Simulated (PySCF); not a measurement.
## Bonding in `C=C(C)CB(O)OC1CC1`

Species: C7H13BO2.
Numbering: `[CH2:1]=[C:2]([CH3:3])[CH2:4][B:5]([OH:6])[O:7][CH:8]1[CH2:9][CH2:10]1` (hydrogens: H11, H12 on C1; H13, H14, H15 on C3; H16, H17 on C4; H18 on O6; H19 on C8; H20, H21 on C9; H22, H23 on C10)

Cartesian coordinates in Å at the PBE0-D3(BJ)/def2-SVP level; atoms count from 1:
```
atom  x, y, z in Å
C1    -1.609   -1.972   -0.252
C2    -1.800   -0.660   -0.447
C3    -3.040    0.037    0.033
C4    -0.787    0.209   -1.148
B5    -0.124    1.230   -0.135
O6    -0.609    2.498   -0.062
O7     0.901    0.917    0.716
C8     1.456   -0.356    0.781
C9     2.536   -0.727   -0.185
C10    2.861   -0.450    1.260
H11   -0.714   -2.478   -0.625
H12   -2.348   -2.584    0.273
H13   -2.794    0.876    0.703
H14   -3.718   -0.649    0.560
H15   -3.585    0.479   -0.818
H16   -1.287    0.794   -1.938
H17   -0.016   -0.418   -1.621
H18   -0.147    3.003    0.618
H19    0.745   -1.133    1.084
H20    2.580   -1.755   -0.553
H21    2.823    0.034   -0.915
H22    3.354    0.499    1.486
H23    3.141   -1.281    1.912
```

Bond orders from the PBE0/pcSseg-1 density (PySCF). The structure is a single PBE0-D3(BJ)/def2-SVP conformer in the gas phase; no vibrational or solvent corrections.

(1) How far do the computed orders between heavy atoms stray from the drawn ones?

(2) Set the Mayer orders of the bonds between heavy atoms beside their lengths.

## Answers

(1) The largest departure is 0.254, at B5–O6 (drawn single, 1.254). Drawn single, order above 1.12: B5–O6 (1.254) and B5–O7 (1.145).

(2) 
| bond | drawn as | length (Å) | Mayer order |
| --- | --- | --- | --- |
| C1–C2 | double | 1.340 | 1.961 |
| C2–C3 | single | 1.501 | 1.055 |
| C2–C4 | single | 1.508 | 1.040 |
| C4–B5 | single | 1.583 | 0.919 |
| B5–O6 | single | 1.360 | 1.254 |
| B5–O7 | single | 1.368 | 1.145 |
| O7–C8 | single | 1.391 | 0.883 |
| C8–C9 | single | 1.496 | 0.965 |
| C9–C10 | single | 1.507 | 0.970 |
| C10–C8 | single | 1.488 | 0.975 |

Bonds between the same two heavy elements. C–C: lowest C8–C9 (0.965, 1.496 Å), highest C1–C2 (1.961, 1.340 Å); in 4 of the 15 pairs the longer bond (by over 0.003 Å) has the higher order (by 0.02 or more). B–O: lowest B5–O7 (1.145, 1.368 Å), highest B5–O6 (1.254, 1.360 Å).

**Question.** And the bonds to hydrogen?

**Answer.** C–H: 0.93 to 0.96 (12 bonds); H–O: 0.93 (1 bond).

**Question.** Sum the orders of all bonds at each heavy atom with more than one neighbour and set the sums beside the valence in the SMILES.

**Answer.** C1 3.845 (drawn 4), C2 4.056 (drawn 4), C3 3.900 (drawn 4), C4 3.832 (drawn 4), B5 3.318 (drawn 3), O6 2.179 (drawn 2), O7 2.028 (drawn 2), C8 3.754 (drawn 4), C9 3.831 (drawn 4), C10 3.847 (drawn 4). Orders between atoms that aren't bonded are not in these sums.

The Mayer order sums products of elements of PS (density times overlap matrix) between the two atoms' basis functions, so it depends on the basis set.

These values come from a run that also computed NMR shieldings. On one thread, Arm Neoverse V2, shared host, this took 58 s of wall time.
